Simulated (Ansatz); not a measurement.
Ansatz results at the PBE0-D4/def2-TZVP geometry: size of the dipole moment (ωB97M-V/def2-TZVPP) 3.78 D; size of the dipole moment (PBE/def2-TZVPP) 3.61 D; size of the dipole moment (B3LYP/def2-TZVPP) 3.82 D.

Each molecule was computed in one conformer, which needn't be the lowest.

(1) Which molecule gave them?
A. `[CH2]B(C)S`•
B. `C[N][SiH2]Cl`•
C. `[BH2]`•
D. `C[CH2][In][Br]`•

Results:

(1) D. The others give `[CH2]B(C)S`•: 0.97, 0.81, 0.89; `[BH2]`•: 0.50, 0.51, 0.49; `C[N][SiH2]Cl`•: 2.64, 2.60, 2.64.

B3LYP here is the variant with VWN-RPA as its local correlation; programs differ in this.
